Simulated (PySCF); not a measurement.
H7N2PSi.
Atom-mapped SMILES: `[NH2:1][SiH:2]([NH2:3])[PH2:4]` (hydrogens: H5, H6 on N1; H7 on Si2; H8, H9 on N3; H10, H11 on P4)

The same species was optimised twice, with GFN2-xTB and with PBE0-D3(BJ)/def2-SVP (PySCF), and the same property calculations (PySCF, gas phase) were run on both structures.

```tsv
coordinate	GFN2-xTB	PBE0-D3(BJ)/def2-SVP	change
P4–H11 (Å)	1.382	1.429	+0.047
P4–H10 (Å)	1.383	1.428	+0.045
Si2–H7 (Å)	1.469	1.501	+0.032
Si2–P4 (Å)	2.262	2.277	+0.015
N3–H9 (Å)	1.007	1.014	+0.007
N3–H8 (Å)	1.007	1.013	+0.006
Si2–N3 (Å)	1.722	1.724	+0.002
N1–Si2 (Å)	1.728	1.727	-0.001
N1–Si2–N3 (°)	103.6	106.6	+3.0
P4–Si2–H7 (°)	107.2	104.7	-2.5
Si2–N3–H8 (°)	118.0	120.0	+2.0
H10–P4–H11 (°)	92.2	93.9	+1.7
Si2–N3–H9 (°)	118.1	119.7	+1.6
H8–N3–H9 (°)	110.3	111.6	+1.3
Si2–P4–H11 (°)	95.3	94.2	-1.1
N1–Si2–P4 (°)	119.8	120.6	+0.8
```

Rotational constants: A = 6250, B = 2863, C = 2209 MHz (GFN2-xTB) against A = 6088, B = 2848, C = 2172 MHz (PBE0-D3(BJ)/def2-SVP). Point groups within 0.08 Å: C1 and C1. End groups have turned between the structures, so H5, H6 are left out of the comparison.

On the GFN2-xTB structure: lowest singlet, TDDFT (eV) 5.85 [PBE0/def2-SVPD]; lowest triplet, Tamm–Dancoff (eV) 5.39 [PBE0/def2-SVPD]; isotropic polarisability (au) 71.5 [PBE0/def2-SVPD]; HOMO (eV) -6.71 [PBE0/def2-SVPD]; LUMO (eV) 0.31 [PBE0/def2-SVPD]; dipole (D) 1.19 [PBE0/def2-SVPD]; N1s of N1 (eV) 404.46 [delta-SCF UKS SCAN, pcX-2 on the ionised atom, pcseg-1 elsewhere, spin-free X2C]; Si1s of Si2 (eV) 1846.76 [delta-SCF UKS SCAN, pcX-2 on the ionised atom, pcseg-1 elsewhere, spin-free X2C]; Si2p of Si2 (eV) 107.01 [delta-SCF UKS SCAN, pcX-2 on the ionised atom, pcseg-1 elsewhere, spin-free X2C]; P1s of P4 (eV) 2149.29 [delta-SCF UKS SCAN, pcX-2 on the ionised atom, pcseg-1 elsewhere, spin-free X2C]; P2p of P4 (eV) 136.09 [delta-SCF UKS SCAN, pcX-2 on the ionised atom, pcseg-1 elsewhere, spin-free X2C].

**Question.** What do these properties become on the PBE0-D3(BJ)/def2-SVP structure?

**Answer.** 
| property | level | on GFN2-xTB | on PBE0-D3(BJ)/def2-SVP | change |
| --- | --- | --- | --- | --- |
| lowest singlet, TDDFT (eV) | PBE0/def2-SVPD | 5.85 | 5.81 | -0.04 |
| lowest triplet, Tamm–Dancoff (eV) | PBE0/def2-SVPD | 5.39 | 5.35 | -0.04 |
| isotropic polarisability (au) | PBE0/def2-SVPD | 71.5 | 73.2 | +1.7 |
| HOMO (eV) | PBE0/def2-SVPD | -6.71 | -6.72 | -0.01 |
| LUMO (eV) | PBE0/def2-SVPD | 0.31 | 0.28 | -0.03 |
| dipole (D) | PBE0/def2-SVPD | 1.19 | 1.40 | +0.21 |
| energy, GFN2-xTB geometry as zero (kcal/mol) | PBE0/def2-SVPD | 0.0 | -2.5 | -2.5 |
| N1s of N1 (eV) | delta-SCF UKS SCAN, pcX-2 on the ionised atom, pcseg-1 elsewhere, spin-free X2C | 404.46 | 404.54 | +0.08 |
| Si1s of Si2 (eV) | delta-SCF UKS SCAN, pcX-2 on the ionised atom, pcseg-1 elsewhere, spin-free X2C | 1846.76 | 1846.82 | +0.06 |
| Si2p of Si2 (eV) | delta-SCF UKS SCAN, pcX-2 on the ionised atom, pcseg-1 elsewhere, spin-free X2C | 107.01 | 107.05 | +0.04 |
| P1s of P4 (eV) | delta-SCF UKS SCAN, pcX-2 on the ionised atom, pcseg-1 elsewhere, spin-free X2C | 2149.29 | 2149.38 | +0.09 |
| P2p of P4 (eV) | delta-SCF UKS SCAN, pcX-2 on the ionised atom, pcseg-1 elsewhere, spin-free X2C | 136.09 | 136.15 | +0.06 |

The heavy atoms differ by 0.027 Å rms after alignment. Among the bonds compared P4–H11 changes most (+0.047 Å). Changes are differences of the printed values. Neither structure is proved a minimum here.

The values belong to the conformer `[NH2:1][SiH:2]([NH2:3])[PH2:4]`: H–N1–Si2–N3 57°, H–N1–Si2–N3 -160°, H–N3–Si2–N1 -162°, H–N3–Si2–N1 53°, H–P4–Si2–N1 -56°, H–P4–Si2–N1 38°.
